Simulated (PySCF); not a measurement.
Electronic structure of Ar (argon, neutral) at the UHF level

Configuration: [Ar], closed-shell 1S. All numbers are calculated (PySCF 2.14, the spin-free X2C one-electron Hamiltonian (Gaussian nucleus), in cc-pVTZ-DK (5s4p2d1f, 34 functions)).

* Total energy: -528.621423 hartree
* One-electron energy: -730.7120 hartree
* Hartree (Coulomb) energy: 232.4426 hartree
* Exchange energy: -30.3521 hartree
* ⟨S²⟩: 0.0000
* ⟨L²⟩: 0.000
* Sum of ⟨r⟩: 16.03 bohr
* Sum of ⟨r²⟩: 25.89 bohr²
* Langevin diamagnetic susceptibility: -20.5 ×10⁻⁶ cm³/mol
* Time after the integrals: 0.1 s of wall time on 1 thread of Neoverse-N1 (shared host)

| shell | electrons | mean orbital energy (hartree) | rms radius, mean of both spins (bohr) |
| --- | --- | --- | --- |
| 1s | 2 | -119.08581 | 0.0991 |
| 2s | 2 | -12.40761 | 0.446 |
| 2p | 6 | -9.57272 | 0.417 |
| 3s | 2 | -1.28551 | 1.53 |
| 3p | 6 | -0.58946 | 1.82 |

Densities and radii are taken from the X2C orbitals without a picture-change correction, which distorts them close to the nucleus.
